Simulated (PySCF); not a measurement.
## Gas-phase XPS of `[BH3-][N+](CC)(CC)CC`, computed

Compound: C6H18BN.
Geometry (PBE0-D3(BJ)/def2-SVP, Å), atoms numbered from 1 in this order:
```
atom  x, y, z in Å
B1    -0.1397   -0.5249   -1.8542
N2     0.1454    0.1185   -0.3660
C3    -0.4420   -0.7364    0.7024
C4    -1.9483   -0.8714    0.6681
C5    -0.4495    1.4853   -0.3737
C6    -0.3313    2.2929    0.9047
C7     1.6153    0.2384   -0.1427
C8     2.4197   -1.0345   -0.2969
H9    -1.3110   -0.2937   -2.1230
H10    0.6250    0.0615   -2.6144
H11    0.0851   -1.7261   -1.7830
H12   -0.1104   -0.3449    1.6800
H13    0.0106   -1.7275    0.5766
H14   -2.4662    0.0748    0.8838
H15   -2.2542   -1.5947    1.4381
H16   -2.2864   -1.2402   -0.3091
H17    0.0281    2.0069   -1.2154
H18   -1.5012    1.3614   -0.6582
H19    0.7094    2.5062    1.1884
H20   -0.8284    1.8086    1.7587
H21   -0.8281    3.2619    0.7498
H22    1.7728    0.6558    0.8660
H23    1.9677    0.9826   -0.8710
H24    2.1386   -1.8070    0.4333
H25    3.4796   -0.7946   -0.1249
H26    2.3132   -1.4533   -1.3049
```

The calculation used delta-SCF UKS SCAN, pcX-2 on the ionised atom, pcseg-1 elsewhere, spin-free X2C in PySCF. Each binding energy is the total energy of the core-ionised species, with the hole localised on one atom, minus that of the ground state; both are solved self-consistently, so orbital relaxation is included.

**Question.** List the computed XPS lines with their assignment.

**Answer.** 
```
 atom(s)     bonded to  level  binding energy (eV)  above the level's lowest (eV)  count
      B1     N and 3 H   B 1s               193.17                           0.00      1
C4/C6/C8     C and 3 H   C 1s               290.78                           0.00      3
C3/C5/C7  N, C and 2 H   C 1s               291.67                          +0.89      3
      N2     3 C and B   N 1s               406.25                           0.00      1
```

Lowest listed C 1s: C4/C6/C8, bonded to C and 3 H. Highest, 0.89 eV above it: C3/C5/C7, bonded to N, C and 2 H. Summing the Pauling electronegativity differences to the bonded atoms, each weighted by its formal bond order, gives -1.05 for the lowest site and -0.21 for the highest.

**Question.** Which photon wavelength matches the B 1s of B1 threshold?

**Answer.** λ = hc/E = 12398.42 eV Å / 193.17 eV = 64.184 Å.

Topologically equivalent atoms share the value of their first member; where this conformer doesn't relate them by symmetry, their own values could differ. The structure is a single PBE0-D3(BJ)/def2-SVP conformer in the gas phase; no vibrational or solvent corrections.
